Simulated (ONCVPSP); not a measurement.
## What one change does to a pseudopotential (gadolinium, ONCV)

gadolinium (Gd), optimised norm-conserving Vanderbilt (ONCV), made with ONCVPSP 4.0.1 (PBEsol, scalar-relativistic). Core [Kr] 4d10 4f7, reference 5s2 5p6 5d1 6s1.5 6p0.5. Waves: 5s+6s: rc 2.15 bohr, ncon 3, nbas 7, qcut 5.2 1/bohr, 2 projectors; 5p+6p: rc 2.25 bohr, ncon 3, nbas 8, qcut 5.6 1/bohr, 2 projectors; 5d: rc 2.45 bohr, ncon 4, nbas 8, qcut 3.6 1/bohr, 2 projectors, debl 3.7 Ha; f scattering state at 0.43 Ha: rc 2.15 bohr, ncon 4, nbas 8, qcut 5.1 1/bohr, local. Local part: the f channel. Core correction: none.

All-electron outer shells of the reference configuration (PBEsol, scalar-relativistic, ld1.x):

```csv
shell,level (eV),outermost node (bohr),outermost maximum (bohr)
4d,-148.26,0.27,0.56
5s,-50.44,0.65,1.20
5p,-27.94,0.70,1.35
4f,-9.40,–,0.56
6s,-4.53,1.60,3.37
5d,-3.08,0.79,1.95
6p,-1.63,1.92,4.50
```

Change: s: qcut 7.3; p: qcut 7.8; d: qcut 5; f: qcut 7.1.

Cutoffs: the cutoffs (Ha) at which the residual kinetic energy of the hardest occupied pseudo-wave falls to 1 and 0.1 mHa per electron; they do not see the model core or the augmentation charge, which bear on the density cutoff. Errors are all-electron minus pseudo energies relative to the spin-unpolarised reference configuration.

Problem. How do hardness, ghosts and transferability respond?

Solution. The potential gets neither clearly harder nor softer (9.9 Ha and 34 Ha → 16 Ha and 20 Ha); both files keep a bound ghost (s); of the 4 tests that both files solve, the error grows in 1 and shrinks in 0 by more than 15 % and 0.3 meV (median size 1.7 → 1.8 meV); the range in which the s phases agree widens (upper end 0.6 → at the end of the scan); the range in which the p phases agree widens (upper end 1.1 → 2.5).

```tsv
quantity	base	changed
cutoff, loose	9.9 Ha	16 Ha
cutoff, tight	34 Ha	20 Ha
loose cutoff by channel	s 9.2 Ha, p 6.9 Ha, d 9.9 Ha	s 16 Ha, p 16 Ha, d 8.3 Ha
bound ghosts	s	s
GHOST(+) flags under 300 eV	none	p at 83.0 eV
error for 5s2 5p6 5d1 6s2 6p0, meV [ΔE -1.43 eV]	+0.4	+0.5
error for 5s2 5p6 5d1 6s1 6p0, meV [ΔE 5.24 eV]	-1.3	-1.3
error for 5s2 5p6 5d1 6s0 6p0, meV [ΔE 17.29 eV]	+5.9	+7.9
error for 5s2 5p6 5d1.5 6s1.5 6p0, meV [ΔE -0.59 eV]	-2.2	-2.4
s: phases at 2.18 bohr within 0.05 rad from the reference energy up to (Ha; the scan ends near 5)	0.6	to the end of the scan
p: phases at 2.29 bohr within 0.05 rad from the reference energy up to (Ha; the scan ends near 5)	1.1	2.5
d: phases at 2.48 bohr within 0.05 rad from the reference energy up to (Ha; the scan ends near 5)	to the end of the scan	to the end of the scan
f: phases at 2.18 bohr within 0.05 rad from the reference energy up to (Ha; the scan ends near 5)	0.6	0.6
```

Base: The cutoffs count occupied waves only; projector 2 of the d channel, the hardest unoccupied one, needs 25 Ha at the loose tolerance. A true bound ghost makes a file unfit for plane-wave use even where its test errors are small: the radial tests pick states by their node count and pass the ghost by.
